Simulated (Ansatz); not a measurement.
Job for Ansatz (a quantum-chemistry and plane-wave program): R-B3LYP/def2-TZVPPD on H6OSi (a complex), monomers drawn apart or pushed together. Files ending in .json are basis or fitting sets from the Basis Set Exchange.

Ansatz 0.2 input:
```yaml
crystal:
  periodic: [false, false, false]
  atoms:
    - {symbol: O, position_ang: [-0.03559702, -0.01350472, 0.05466443]}
    - {symbol: H, position_ang: [0.86458813, -0.25174702, -0.19124215]}
    - {symbol: H, position_ang: [-0.57457690, -0.77674907, -0.17889630]}
    - {symbol: Si, position_ang: [-0.06343973, 0.08354516, 4.41401661]}
    - {symbol: H, position_ang: [-0.07421347, 0.10146546, 5.89899259]}
    - {symbol: H, position_ang: [0.55772754, -1.18856399, 3.98023833]}
    - {symbol: H, position_ang: [0.73015011, 1.23421438, 3.93593594]}
    - {symbol: H, position_ang: [-1.45943545, 0.16264543, 3.93559279]}
basis:
  gaussian:
    orbitals: def2-TZVPPD.json
hamiltonian:
  xc: {name: B3LYP}
scf: {lower_state_search: off}
```

It printed:

```
Functional definition: B3LYP
[...]
these checks for a lower state are left out or cut short: stability, starts, cluster_reference, orbital_swaps, neighbouring_geometries, increment
integrals: 0.07 GiB planned
853 factors; their error is unknown
mean field: 0.68 GiB planned
mean field evaluation 1: about -10019.1849 eV, gradient 5.6e1 eV
mean field evaluation 2: about -10007.3861 eV, gradient 9.7e1 eV
mean field evaluation 4: about -10024.3009 eV, gradient 1.5e0 eV
mean field evaluation 8: about -10024.3064 eV, gradient 4.3e-2 eV
mean field evaluation 16: about -10024.3181 eV, gradient 8.3e-6 eV
mean field -10024.31809394 eV, -368.3868952256 hartree, gradient 8.1e-6 eV, S^2 0.000000; 0 other end points of the search recorded, 0 dependent functions left out
reference -10024.31839234 eV, -368.3869061914 hartree; 14, 14 occupied and 176, 176 virtual orbitals, 853 factors
Total energy: -10024.31839234 eV, -368.3869061914 hartree
Checks for a lower state left out: stability, starts, cluster_reference, orbital_swaps, neighbouring_geometries, increment
```

The run converged.

Cost: very roughly 2.3 core-seconds.
